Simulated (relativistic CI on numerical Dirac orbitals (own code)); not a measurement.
# Fe⁶⁺: resonant inelastic scattering at the L2,3 edge

Computed with this model: Dirac-Coulomb-Breit CI, separate exchange-only KLI orbitals for each configuration, a model potential for QED, valence Slater integrals scaled by 0.8, Kramers-Heisenberg scattering through one core-hole configuration in a parametric crystal field; configurations [Ar] 3d2 → [He] 2s2 2p5 3s2 3p6 3d3; 80 K; core-hole width 0.4 eV; summed over polarisations. Incident energies are the highest absorption maxima for each field (at most a few, so the weaker spin-orbit partner edge can be absent), on the computed scale of the free ion. Intensities are in per cent of the strongest line above 0.02 eV; levels within 1 cm⁻¹ are merged; final levels count from the ground level, the first row holds all elastic scattering, lines under 0.4 are left out and each table stops after 24 rows. The scale of the Slater integrals is a model choice and moves the terms in proportion.

Field parameters in Wybourne normalisation: D4h B²₀ = −7Ds, B⁴₀ = 21(Dq − Dt), B⁴₄ = 21√(5/14) Dq; Oh B⁴₀ = 21Dq, B⁴₄ = √(5/14) B⁴₀. The field is a parameter set, without covalency.

S is read from ⟨S²⟩ = S(S + 1).

Oh, 10Dq = 20700 cm⁻¹:

| Final level (eV) | Degeneracy | Irrep | S | 725.7 eV | 726.4 eV | 736.2 eV |
| --- | --- | --- | --- | --- | --- | --- |
| 0.000 | 2 | E | 1.00 | 774.6 | 321.0 | 263.1 |
| 0.005 | 3 | T2 | 1.00 | 114.4 | 74.2 | 22.4 |
| 0.115 | 3 | T1 | 1.00 | 49.3 | 100.0 | 52.4 |
| 0.168 | 1 | A1 | 1.00 | 42.6 | 26.6 | 30.2 |
| 2.207 | 3 | T2 | 0.46 | 7.9 | 38.7 | 54.6 |
| 2.333 | 1 | A2 | 1.00 | 6.0 | 23.5 | 39.9 |
| 2.334 | 2 | E | 0.03 | 9.3 | 4.2 | 13.4 |
| 2.393 | 3 | T1 | 1.00 | 12.6 | 5.0 | 44.5 |
| 2.396 | 2 | E | 0.99 | 27.3 | 7.0 | 27.4 |
| 2.422 | 3 | T2 | 0.76 | 23.3 | 4.5 | 20.5 |
| 4.372 | 1 | A1 | 0.95 | 2.6 | 2.5 | 3.2 |
| 4.430 | 3 | T1 | 1.00 | 18.7 | 7.6 | 22.5 |
| 4.485 | 3 | T2 | 0.99 | 6.5 | 16.9 | 34.4 |
| 4.493 | 2 | E | 1.00 | 4.3 | 8.5 | 4.2 |
| 4.649 | 1 | A1 | 0.12 | 3.7 | 1.5 | 8.7 |
| 4.856 | 3 | T2 | 0.58 | 12.5 | 7.5 | 8.1 |
| 5.015 | 3 | T2 | 0.66 | 4.6 | 10.1 | 14.0 |
| 5.426 | 3 | T1 | 0.00 | 16.0 | 11.1 | 25.0 |
| 7.434 | 2 | E | 0.00 | 0.8 | 0.6 | 5.3 |

Oh, 10Dq = 35000 cm⁻¹:

```tsv
Final level (eV)	Degeneracy	Irrep	S	726.5 eV	727.4 eV	737.2 eV
0.000	2	E	1.00	311.9	280.8	284.6
0.003	3	T2	1.00	28.9	42.4	37.9
0.106	3	T1	1.00	43.2	85.6	93.0
0.155	1	A1	1.00	15.9	43.5	27.6
2.254	3	T2	0.01	8.9	23.0	15.0
2.293	2	E	0.00	7.5	11.3	6.5
4.038	1	A2	1.00	16.0	1.9	3.4
4.061	3	T2	1.00	29.3	7.0	15.4
4.097	3	T1	1.00	10.9	7.0	100.0
4.098	2	E	1.00	24.6	4.6	22.4
4.920	1	A1	0.01	2.5	3.7	59.6
6.050	1	A1	1.00	2.0	2.9	1.8
6.077	3	T1	1.00	10.4	7.1	6.6
6.125	3	T2	0.99	2.6	7.7	27.5
6.132	2	E	1.00	3.8	4.3	10.8
6.584	3	T2	0.03	15.1	15.8	6.3
7.132	3	T1	0.00	2.9	12.1	16.7
```

D4h, 10Dq = 11300, Ds = 90, Dt = 90 cm⁻¹:

```
Final level (eV)  Degeneracy  Irrep     S  725.2 eV  726 eV  738.8 eV
           0.000           1     B1  1.00     484.3   139.3     298.1
           0.011           1     B2  1.00      82.4    14.0      77.0
           0.013           1     A1  1.00      21.7     4.0      30.6
           0.019           2      E  1.00     147.3    22.8      72.7
           0.123           1     A2  1.00       5.5     3.7      14.3
           0.139           2      E  1.00      13.7    18.0      16.0
           0.193           1     A1  1.00       9.9    20.3       2.9
           1.162           2      E  1.00       7.3    21.8      23.4
           1.169           1     B1  1.00       7.7    25.9      19.9
           1.235           1     B2  0.99       4.1     4.9       9.3
           1.266           1     B1  1.00       5.7    25.0      29.8
           1.273           2      E  1.00      15.6    10.4      13.5
           1.295           1     A2  1.00       2.8     2.6       3.4
           1.302           1     A1  1.00       0.9     3.9       7.8
           2.285           2      E  0.04      16.8    10.9      30.4
           2.292           1     B2  0.04       6.0     5.8      21.8
           2.361           1     A1  0.02       4.0     0.8       9.5
           2.389           1     B1  0.02      14.5     4.5      32.0
           2.581           2      E  0.99       7.2     8.2      14.8
           2.581           1     B2  0.99       3.3     7.9       7.1
           3.325           1     A1  1.00       2.1    11.7     100.0
           3.358           1     A2  1.00       2.3     1.2      11.0
           3.374           2      E  1.00       4.1     2.4       7.3
           3.425           1     B2  0.99       1.3     0.9       1.6
```

For the first field the strongest loss at the lowest incident energy is the level at 0.11 eV (S = 1.00, against 1.00 in the thermal ground state). Levels of other spin, the first over 8 % at 2.33 eV, appear because spin-orbit coupling of the core hole, and in heavier ions of the valence shell too, mixes spins.
